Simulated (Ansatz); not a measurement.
Start from `CB[SiH]([SiH3])Cl` and change one atom or group to get `BO[SiH]([SiH3])Cl`.

Ansatz, PBE0-D4/def2-TZVP geometries, multiplicity 1. Each molecule was computed in one conformer, which needn't be the lowest.

```json
{"property": "HOMO energy (ωB97M-V/def2-TZVPP) / eV", "`CB[SiH]([SiH3])Cl`": "-9.62"}
{"property": "HOMO–LUMO gap (B3LYP/def2-TZVPP) / eV", "`CB[SiH]([SiH3])Cl`": "5.07"}
{"property": "HOMO energy (PBE/def2-TZVPP) / eV", "`CB[SiH]([SiH3])Cl`": "-6.45"}
{"property": "HOMO energy (B3LYP/def2-TZVPP) / eV", "`CB[SiH]([SiH3])Cl`": "-7.40"}
{"property": "HOMO–LUMO gap (PBE0/def2-TZVPP) / eV", "`CB[SiH]([SiH3])Cl`": "5.43"}
{"property": "HOMO–LUMO gap (PBE/def2-TZVPP) / eV", "`CB[SiH]([SiH3])Cl`": "3.37"}
```

Task: Give the same properties after the change, and the shifts. (An estimate is asked.)

Result: The calculation gave: 
```json
{"property": "HOMO energy (ωB97M-V/def2-TZVPP) / eV", "`BO[SiH]([SiH3])Cl`": "-10.38", "shift": "-0.76"}
{"property": "HOMO–LUMO gap (B3LYP/def2-TZVPP) / eV", "`BO[SiH]([SiH3])Cl`": "6.97", "shift": "1.90"}
{"property": "HOMO energy (PBE/def2-TZVPP) / eV", "`BO[SiH]([SiH3])Cl`": "-7.10", "shift": "-0.65"}
{"property": "HOMO energy (B3LYP/def2-TZVPP) / eV", "`BO[SiH]([SiH3])Cl`": "-8.12", "shift": "-0.72"}
{"property": "HOMO–LUMO gap (PBE0/def2-TZVPP) / eV", "`BO[SiH]([SiH3])Cl`": "7.41", "shift": "1.98"}
{"property": "HOMO–LUMO gap (PBE/def2-TZVPP) / eV", "`BO[SiH]([SiH3])Cl`": "5.17", "shift": "1.80"}
```

With PBE0 the HOMO falls by 0.73 eV and the LUMO rises by 1.25 eV, so the gap widens by about 1.98 eV. PBE moves the HOMO by -0.65 eV and ωB97M-V by -0.76 eV.

B3LYP here is the variant with VWN-RPA as its local correlation; programs differ in this.
